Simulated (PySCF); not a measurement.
CH₆GaNO, SMILES [CH3][Ga]([NH2])[OH].

The structure is a stationary point at B3LYP-D3(BJ)/def2-SVP. Other conformers were not sampled.

Method: ωB97X/def2-TZVP in PySCF.

Computed frontier levels, gap, dipole moment and polarisability:
```
Item                                                                                                            Value
---------------------------------------------------------------------------------------------  ----------------------
highest occupied level                                                                                       -9.55 eV
lowest empty level                                                                                            2.08 eV
orbital gap                                                                                                  11.63 eV
dipole moment                                                                                                  1.88 D
quadrupole, principal values (traceless, Buckingham form, about the centre of nuclear charge)  -6.21, -1.61, 7.82 D·Å
mean static polarisability                                                                       49.5 bohr³ (7.34 Å³)
polarisability, principal values                                                               39.9, 51.0, 57.6 bohr³
```
